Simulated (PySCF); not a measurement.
F6S, SMILES FS(F)(F)(F)(F)F. Geometry optimised at PBE0-D3(BJ)/def2-SVP.

Method: PySCF 2.14.0 with PBE0-D3(BJ)/def2-SVP.

Harmonic wavenumbers (cm⁻¹): 347, 347, 347, 508, 508, 508, 608, 608, 608, 690, 690, 788, 1045, 1045, 1045. Rotational constants (GHz): 2.662, 2.662, 2.662; symmetry number 24.

**Question.** Work out the zero-point energy and the ideal-gas rigid-rotor harmonic-oscillator thermochemistry at 298.15 K and 1 atm.

**Answer.** ZPE = ½ Σ hcν = ½ × 9689 cm⁻¹ = 57.95 kJ/mol. H − E(el) = 74.76 kJ/mol. Entropy in J/(mol K): translation 170.90, rotation 87.53, vibration 32.88, total 291.31. G − E(el) = -12.09 kJ/mol. Cp = 95.39 J/(mol K).
